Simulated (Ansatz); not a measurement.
Start from `CO[SiH2]BO` and change one atom or group to get `CO[SiH2]CS`.

Ansatz, PBE0-D4/def2-TZVP geometries, multiplicity 1. Each molecule was computed in one conformer, which needn't be the lowest.

```csv
property,`CO[SiH2]BO`
LUMO energy (PBE/def2-TZVPP) / eV,-1.96
HOMO energy (ωB97M-V/def2-TZVPP) / eV,-9.93
HOMO–LUMO gap (PBE0/def2-TZVPP) / eV,6.76
HOMO–LUMO gap (B3LYP/def2-TZVPP) / eV,6.38
HOMO energy (B3LYP/def2-TZVPP) / eV,-7.56
HOMO–LUMO gap (ωB97M-V/def2-TZVPP) / eV,10.92
```

**Question.** What does the change do to each property? (An estimate is asked.)

**Answer.** The calculation gave: 
```
                               property  `CO[SiH2]CS`  shift
      LUMO energy (PBE/def2-TZVPP) / eV         -0.58   1.38
  HOMO energy (ωB97M-V/def2-TZVPP) / eV         -8.91   1.02
   HOMO–LUMO gap (PBE0/def2-TZVPP) / eV          6.99   0.23
  HOMO–LUMO gap (B3LYP/def2-TZVPP) / eV          6.51   0.13
    HOMO energy (B3LYP/def2-TZVPP) / eV         -6.45   1.11
HOMO–LUMO gap (ωB97M-V/def2-TZVPP) / eV         10.87  -0.05
```

With PBE0 the HOMO rises by 1.06 eV and the LUMO rises by 1.28 eV, so the gap widens by about 0.22 eV. PBE moves the HOMO by 1.00 eV and ωB97M-V by 1.02 eV.

B3LYP here is the variant with VWN-RPA as its local correlation; programs differ in this.
